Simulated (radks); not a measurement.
Mg2+, configuration [Ne] (the NIST ground configuration). All-electron calculation, Dirac Kohn-Sham, LDA (Slater exchange, Perdew-Wang correlation), spin-unpolarised, spherical densities, finite nucleus; Fermi nuclear charge, rms radius 3.057 fm. Program: a radial shooting solver on a logarithmic mesh with Libxc functionals. Some entries of the table are withheld. Estimate them.

| orbital | occ. | eigenvalue (eV) | <r^2> (bohr^2) | <1/r> (bohr^-1) |
|---|---|---|---|---|
| 1s1/2 | 2 | -1273.905 | 0.02317 | (1) |
| 2s1/2 | 2 | -99.4532 | 0.5864 | 2.099 |
| 2p1/2 | 2 | (2) | 0.5962 | (3) |
| 2p3/2 | 4 | (4) | 0.5999 | (5) |
| 3s1/2 | 0 | (6) | 7.060 | 0.5523 |
| 3p1/2 | 0 | (7) | 10.14 | 0.4603 |
| 3p3/2 | 0 | (8) | 10.17 | 0.4594 |

Answer. 
(1) 1s1/2 <1/r> (bohr^-1): 11.58
(2) 2p1/2 eigenvalue (eV): -67.0273
(3) 2p1/2 <1/r> (bohr^-1): 1.971
(4) 2p3/2 eigenvalue (eV): -66.7359
(5) 2p3/2 <1/r> (bohr^-1): 1.963
(6) 3s1/2 eigenvalue (eV): -17.9247
(7) 3p1/2 eigenvalue (eV): -12.6182
(8) 3p3/2 eigenvalue (eV): -12.5955
